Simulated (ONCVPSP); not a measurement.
# u(r) = r·R(r): atom against pseudo-atom (B (Z = 5))

Columns: radius, all-electron u(r) and pseudo u(r) of the 2p shell (level -3.67 eV) of boron in the configuration [He] 2s1.75 2p1.25; Wu-Cohen, scalar-relativistic, ONCV scheme, ONCVPSP 4.0.1.

```csv
r (bohr),all-electron,pseudo
0.123,0.0392,0.0151
0.245,0.1192,0.0583
0.368,0.2104,0.1255
0.490,0.2974,0.2084
0.613,0.3756,0.3000
0.735,0.4420,0.3903
0.858,0.4981,0.4732
0.980,0.5429,0.5421
1.103,0.5775,0.5949
1.225,0.6021,0.6302
1.348,0.6181,0.6499
1.470,0.6266,0.6563
1.593,0.6288,0.6527
1.715,0.6258,0.6425
1.838,0.6183,0.6282
1.960,0.6074,0.6120
2.083,0.5936,0.5950
2.205,0.5777,0.5779
2.328,0.5600,0.5600
2.450,0.5411,0.5411
2.573,0.5211,0.5211
2.695,0.5006,0.5006
2.818,0.4796,0.4796
2.940,0.4586,0.4586
3.063,0.4374,0.4374
3.185,0.4167,0.4167
```

How many radial nodes do the two functions have?

The all-electron 2p function has n − l − 1 = 0; the pseudo-wave has 0.

At about which radius was the pseudo-wave matched?

2.30 bohr, where the columns begin to agree (steps of 0.12 bohr).

Where does each function peak?

Outermost all-electron maximum near 1.59 bohr, pseudo maximum near 1.47 bohr (to the table’s step).

Is the pseudo-wave norm-conserving?

Yes: the ONCV scheme keeps the norm inside the radius equal to the all-electron one, which fixes the energy derivative of the logarithmic derivative at the level.
